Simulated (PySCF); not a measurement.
Delta-SCF ions had no search for a lower state. Excitations are Tamm–Dancoff values on a coarser integration grid. The basis has no diffuse functions, so Rydberg states are missing or too high.

Cartesian coordinates (Å):
```xyz
12

B      2.5027     0.1057    -0.0869
C      1.0180    -0.2081     0.0245
C     -0.0587     0.6692     0.0300
C     -1.3156     0.0317     0.1501
S     -2.8825     0.8434     0.2662
C     -1.1860    -1.3432     0.2500
S      0.4394    -1.8358     0.2026
H      3.3273    -0.7768    -0.0517
H      2.8496     1.2567    -0.2125
H      0.0674     1.7505    -0.0462
H     -2.7634     1.5713    -0.8662
H     -1.9982    -2.0646     0.3401
```
Charge 0, spin multiplicity 1.

Question: Estimate the brightest of the four lowest singlets (TDA), total energy, vertical ionisation energy (Delta-SCF), HOMO–LUMO gap and S1 oscillator strength that PBE0-D4/def2-TZVP // PBE0-D4/def2-SVP in PySCF returns for this input.

Answer: 
```
Quantity                                           Result
-------------------------------------------  ------------
brightest of the four lowest singlets (TDA)       5.15 eV
total energy                                 -976.2466 Ha
vertical ionisation energy (Delta-SCF)            8.73 eV
HOMO–LUMO gap                                     4.65 eV
S1 oscillator strength                              0.043
```
